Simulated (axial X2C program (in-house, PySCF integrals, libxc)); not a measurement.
PBE0 2c against experiment

Calculated with an axial X2C code built on PySCF integrals, spin-free (one-electron X2C) or two-component (2c: spin–orbit coupling with atomic mean-field Coulomb and Gaunt terms, which also bring small scalar terms), in Dyall basis sets with cores contracted in-house; open shells are unrestricted.

Dyall triple-zeta sets (v3z, cv3z or av3z by atom and run).

Measured values: Huber and Herzberg, Constants of Diatomic Molecules (1979). Errors are computed minus measured. MP2 and coupled cluster freeze inner shells, in many runs the outer core of a metal too (1s of Li among them), which lengthens bonds; no counterpoise correction.

```
molecule  state  measured Re (Å)  measured ωe (cm⁻¹)
      NH    3Σ-          1.03621             3282.27
     NO⁺    1Σ+          1.06322             2376.42
      N₂   1Σg+          1.09769             2358.57
      BH    1Σ+           1.2324              2366.9
     BeO    1Σ+           1.3309             1487.32
      PN    1Σ+          1.49087             1337.24
      HI    1Σ+          1.60916             2309.01
     NbO    4Σ-           1.6909                 989
     MgH    2Σ+           1.7297              1495.2
     MnH     7Σ           1.7311                1548
     CuF    1Σ+          1.74493              622.65
      P₂   1Σg+           1.8934              780.77
     GeS    1Σ+          2.01209               575.8
     SeS  3Σ-0+           2.0367                 n/a
    AlCl    1Σ+          2.13011               481.3
    GeSe    1Σ+          2.13463               408.7
    LiBr    1Σ+          2.17043              563.16
     Br₂   1Σg+          2.28105             325.321
     CaS    1Σ+           2.3178              462.23
     RbH    1Σ+            2.367              936.94
     LiI    1Σ+          2.39192              498.16
     SrS    1Σ+           2.4405              388.38
     AlI    1Σ+           2.5371               316.1
     Li₂   1Σg+           2.6729              351.43
```

PBE0 2c gives:

```tsv
molecule	Re (Å)	ωe (cm⁻¹)
NH	1.038	3312.8
NO⁺	1.054	2524.1
N₂	1.089	2479.8
BH	1.241	2325.7
BeO	1.318	1563.6
PN	1.485	1421.5
HI	1.615	2313.2
NbO	1.668	1033.3
MgH	1.739	1468.5
MnH	1.722	1555.0
CuF	1.742	624.3
P₂	1.889	826.0
GeS	2.012	585.9
SeS	2.031	572.3
AlCl	2.155	468.9
GeSe	2.135	412.3
LiBr	2.169	562.7
Br₂	2.281	333.3
CaS	2.299	483.8
RbH	2.356	938.7
LiI	2.393	495.7
SrS	2.420	405.9
AlI	2.561	309.7
Li₂	2.728	340.9
```

Question: Work out the errors, computed minus measured.

Answer: 

```tsv
molecule	error of Re (Å)	error of ωe (%)
NH	0.002	0.9
NO⁺	-0.009	6.2
N₂	-0.009	5.1
BH	0.009	-1.7
BeO	-0.013	5.1
PN	-0.006	6.3
HI	0.006	0.2
NbO	-0.023	4.5
MgH	0.009	-1.8
MnH	-0.009	0.5
CuF	-0.003	0.3
P₂	-0.004	5.8
GeS	0.000	1.8
SeS	-0.006	n/a
AlCl	0.025	-2.6
GeSe	0.000	0.9
LiBr	-0.001	-0.1
Br₂	0.000	2.5
CaS	-0.019	4.7
RbH	-0.011	0.2
LiI	0.001	-0.5
SrS	-0.021	4.5
AlI	0.024	-2.0
Li₂	0.055	-3.0
```

Question: What are the mean, mean absolute and worst errors of Re over these?

Answer: Mean 0.000 Å, mean absolute 0.011 Å, worst 0.055 (Li₂).
